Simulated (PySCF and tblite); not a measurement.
The numbers below are computed, except where a source is named.
System: C6H10Si, numbered as in [CH3:1][C:2]1=[CH:3][C@H:4]([SiH3:5])[CH:6]=[CH:7]1.

Geometries: PBE0-D3(BJ)/def2-SVP; energies: CAM-B3LYP/pcSseg-1 + D3(BJ), IEF-PCM acetonitrile; zero-point and thermal terms from GFN2-xTB harmonic modes (soft modes blended into free rotors). Rate constants are transition-state-theory values, counting equivalent paths, without tunnelling. Run with tblite and PySCF.

**Question.** Estimate the barrier and the room-temperature rate of the shift of Si5 from C4 to C6.

**Answer.** The electronic barrier is 16.9 kcal/mol and ΔG‡(298 K) 17.2 kcal/mol, over a Cs saddle with an imaginary mode of 265i cm⁻¹ (GFN2-xTB). With 1 equivalent path, k is 1.6 s⁻¹, a mean lifetime of the start of 640 ms against this motion.
